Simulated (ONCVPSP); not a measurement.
Reading a pseudo-wave (Si)

Columns: radius, all-electron u(r) and pseudo u(r) of the 2p shell (level -95.60 eV) of silicon in the configuration [He] 2s2 2p6 3s2 3p2; LDA (Perdew-Zunger), scalar-relativistic, ONCV scheme, ONCVPSP 4.0.1.

```json
{"r (bohr)": "0.050", "all-electron": "0.1549", "pseudo": "0.0602"}
{"r (bohr)": "0.100", "all-electron": "0.4463", "pseudo": "0.2290"}
{"r (bohr)": "0.150", "all-electron": "0.7361", "pseudo": "0.4734"}
{"r (bohr)": "0.200", "all-electron": "0.9722", "pseudo": "0.7489"}
{"r (bohr)": "0.250", "all-electron": "1.1414", "pseudo": "1.0100"}
{"r (bohr)": "0.300", "all-electron": "1.2462", "pseudo": "1.2187"}
{"r (bohr)": "0.350", "all-electron": "1.2978", "pseudo": "1.3539"}
{"r (bohr)": "0.400", "all-electron": "1.3066", "pseudo": "1.4092"}
{"r (bohr)": "0.450", "all-electron": "1.2842", "pseudo": "1.3959"}
{"r (bohr)": "0.500", "all-electron": "1.2390", "pseudo": "1.3320"}
{"r (bohr)": "0.550", "all-electron": "1.1787", "pseudo": "1.2408"}
{"r (bohr)": "0.600", "all-electron": "1.1090", "pseudo": "1.1415"}
{"r (bohr)": "0.650", "all-electron": "1.0340", "pseudo": "1.0463"}
{"r (bohr)": "0.700", "all-electron": "0.9569", "pseudo": "0.9597"}
{"r (bohr)": "0.750", "all-electron": "0.8803", "pseudo": "0.8803"}
{"r (bohr)": "0.800", "all-electron": "0.8055", "pseudo": "0.8054"}
{"r (bohr)": "0.850", "all-electron": "0.7339", "pseudo": "0.7338"}
{"r (bohr)": "0.900", "all-electron": "0.6662", "pseudo": "0.6661"}
{"r (bohr)": "0.950", "all-electron": "0.6027", "pseudo": "0.6026"}
{"r (bohr)": "1.000", "all-electron": "0.5438", "pseudo": "0.5437"}
{"r (bohr)": "1.050", "all-electron": "0.4894", "pseudo": "0.4893"}
{"r (bohr)": "1.100", "all-electron": "0.4395", "pseudo": "0.4394"}
{"r (bohr)": "1.150", "all-electron": "0.3939", "pseudo": "0.3939"}
{"r (bohr)": "1.200", "all-electron": "0.3525", "pseudo": "0.3525"}
{"r (bohr)": "1.250", "all-electron": "0.3150", "pseudo": "0.3149"}
{"r (bohr)": "1.300", "all-electron": "0.2811", "pseudo": "0.2810"}
```

Question: How many radial nodes do the two functions have?

Answer: The all-electron 2p function has n − l − 1 = 0; the pseudo-wave has 0.

Question: At about which radius was the pseudo-wave matched?

Answer: 0.80 bohr, where the columns begin to agree (steps of 0.05 bohr).

Question: Is the pseudo-wave norm-conserving?

Answer: Yes: the ONCV scheme keeps the norm inside the radius equal to the all-electron one, which fixes the energy derivative of the logarithmic derivative at the level.
